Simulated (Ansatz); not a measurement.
Ti₂Se₄. Total charge 0; singlet. Geometry PBE0-D4/def2-SVP.

```xyz
6

Ti    1.215    0.914    0.447
Ti   -1.184   -0.898   -0.434
Se    1.247    3.088    0.524
Se   -0.555   -0.074    1.724
Se    0.619    0.035   -1.701
Se   -1.342   -3.065   -0.561
```

The restricted singlet is unstable towards broken spin symmetry in Hartree–Fock (as tested in another run); at PBE-D4/def2-TZVP, r2SCAN-D4/def2-TZVP, r2SCANh-D4/def2-TZVP, PBE0-D4/def2-TZVP this wasn't settled. Another isomer (singlet) lies 0.22 eV lower at PBE0-D4/def2-TZVP; other spin states weren't run for this one.

**Question.** Estimate the orbital energies around the gap (eV) in Ansatz with PBE-D4/def2-TZVP, r2SCAN-D4/def2-TZVP, r2SCANh-D4/def2-TZVP, PBE0-D4/def2-TZVP.

**Answer.** 
```
orbital  PBE-D4/def2-TZVP  r2SCAN-D4/def2-TZVP  r2SCANh-D4/def2-TZVP  PBE0-D4/def2-TZVP
 HOMO−9             -7.46                -7.84                 -8.29              -8.73
 HOMO−8             -7.45                -7.77                 -8.20              -8.64
 HOMO−7             -7.39                -7.74                 -8.18              -8.60
 HOMO−6             -7.21                -7.50                 -7.92              -8.34
 HOMO−5             -6.79                -7.12                 -7.59              -8.06
 HOMO−4             -6.73                -7.06                 -7.50              -7.95
 HOMO−3             -6.42                -6.70                 -7.09              -7.50
 HOMO−2             -6.28                -6.55                 -6.93              -7.32
 HOMO−1             -6.27                -6.52                 -6.90              -7.28
   HOMO             -5.97                -6.23                 -6.58              -6.93
   LUMO             -4.61                -4.59                 -4.23              -3.73
 LUMO+1             -4.13                -4.13                 -3.83              -3.35
 LUMO+2             -4.11                -4.04                 -3.69              -3.24
 LUMO+3             -3.94                -3.84                 -3.56              -3.20
 LUMO+4             -3.68                -3.73                 -3.43              -2.95
 LUMO+5             -3.20                -3.22                 -2.92              -2.50
```
